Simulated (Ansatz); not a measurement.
## GaHCl2O (SMILES [OH][Ga]([Cl])[Cl]): the energy to break a bond

GaHCl2O has 5 atoms, charge 0, and is taken as a singlet. SMILES: `[OH][Ga]([Cl])[Cl]`. Geometry: optimised at PBE0/def2-SVP.

```xyz
5

O     0.2542    1.3550    0.2457
Ga    0.1171   -0.3940    0.0554
Cl    1.5060   -1.6389    1.0623
Cl   -1.4141   -1.2449   -1.1609
H    -0.4133    1.8492   -0.2438
```

Wanted: the dissociation energy of the Cl3–Ga2 bond into doublet Cl and doublet GaHClO (shapes relaxed at PBE0/def2-SVP, no zero-point term). 1 Eh = 2625.50 kJ/mol = 27.2114 eV. Totals in Eh; open shells run unrestricted unless said.

```tsv
level	program	GaHCl2O	doublet Cl	doublet GaHClO
r2SCAN/def2-SVP	Ansatz	-2920.528750	-459.959987	-2460.408045
PBE0-D4/def2-SVP	Ansatz	-2919.997104	-459.838528	-2459.996531
CCSD(T)/def2-SVP, 20 core orbitals frozen	Ansatz	-2917.938028	-459.445994	-2458.335222
```

Task: Work out the dissociation energy at each level.

Result: 
1. r2SCAN/def2-SVP: (-459.959987) + (-2460.408045) − (-2920.528750) = 0.160718 Eh = 422.0 kJ/mol = 4.37 eV.
2. PBE0-D4/def2-SVP: (-459.838528) + (-2459.996531) − (-2919.997104) = 0.162045 Eh = 425.4 kJ/mol = 4.41 eV.
3. CCSD(T)/def2-SVP: (-459.445994) + (-2458.335222) − (-2917.938028) = 0.156812 Eh = 411.7 kJ/mol = 4.27 eV.

The levels span 412 to 425 kJ/mol; no measured value is set beside them. A bond enthalpy at 298 K also holds the loss of zero-point energy and thermal terms.
